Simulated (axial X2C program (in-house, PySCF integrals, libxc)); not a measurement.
# Curves of YbH⁺ from open-shell CI on f12 s1 d(πδ)1

Calculated with an axial X2C code built on PySCF integrals: two-component X2C with atomic mean-field Coulomb and Gaunt terms, basis Yb dyall-v3z, H dyall-v3z (cores contracted in-house). Orbitals come from Hartree–Fock averaged over the configuration Yb f12 s1 d(πδ)1; CI then distributes these electrons over the f, s, d(πδ) shells of Yb, the count in the first shell held.

Scan along the bond; masses Yb 173.939 u, H 1.008 u. Energies in cm⁻¹ from the lowest point; levels are followed by energy order within each Ω. Lowest level at 1.799 Å: 98% f12 s1 d(πδ)1.

| R (Å) | (1)Ω=3 | (1)Ω=4 | (1)Ω=2 | (1)Ω=5 | (1)Ω=1 |
| --- | --- | --- | --- | --- | --- |
| 1.673 | 1112 | 1194 | 1450 | 1610 | 2037 |
| 1.736 | 296 | 341 | 640 | 775 | 1218 |
| 1.799 | 0 | 16 | 350 | 463 | 919 |
| 1.871 | 174 | 164 | 528 | 623 | 1090 |
| 1.943 | 780 | 750 | 1139 | 1221 | 1694 |
| 2.024 | 1859 | 1813 | 2221 | 2296 | 2769 |
| 2.123 | 3597 | 3535 | 3960 | 4035 | 4498 |

Q: Fit the curves (1)Ω=3, (1)Ω=4, (1)Ω=2, (1)Ω=5, (1)Ω=1 near their minima.

A: From the open-shell CI curves, Te from the lowest:

```tsv
level	Te (cm⁻¹)	Re (Å)	ωe (cm⁻¹)
(1)Ω=3	0	1.810	1855.7
(1)Ω=4	11	1.814	1856.2
(1)Ω=2	350	1.809	1855.9
(1)Ω=5	460	1.812	1857.5
(1)Ω=1	919	1.810	1855.1
```

Without dynamic correlation distances can be off by several hundredths of an Å (long for ionic bonds, short for multiple bonds) and the wavenumbers are rough.

The 5 lowest curves are shown; the next is (1)Ω=0, from 1488 cm⁻¹.

There is no dynamic correlation: spin–orbit spacings and, for f shells, spacings inside one term are the most reliable numbers, splittings between terms come out too wide, and energies between configurations are not reliable, so the lowest level need not be the ground state of the molecule. With the count in the first shell held, other counts are excluded: this configuration can lie several eV above the ground configuration of the molecule. At most 4 roots were kept for each Ω > 0 (twice that for Ω = 0) within 2.2 eV of the lowest, so higher up levels can be missing between those listed; levels with Ω > 0 are doubly degenerate and listed once, Ω = 0 levels singly.
